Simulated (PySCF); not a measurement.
Electron correlation in Kr (krypton, neutral)

[Kr], closed-shell 1S. Calculation: PySCF 2.14, in aug-cc-pwCVDZ-PP with ECP10MDF; scalar relativity through the core potential. Frozen: 3s2 3p6 3d10; 8 electrons correlated.

```json
{"level": "CCSD", "correlation energy (mhartree)": "-149.22"}
{"level": "(T)", "correlation energy (mhartree)": "-2.71"}
{"level": "CCSD(T)", "correlation energy (mhartree)": "-151.93"}
{"level": "CCSDT", "correlation energy (mhartree)": "-152.12"}
```

Diagnostics: T1 = 0.0036, D1 = 0.0055, largest double amplitude 0.036.

Cost of the coupled-cluster step: about 0.3 core-seconds, for 8 correlated electrons.
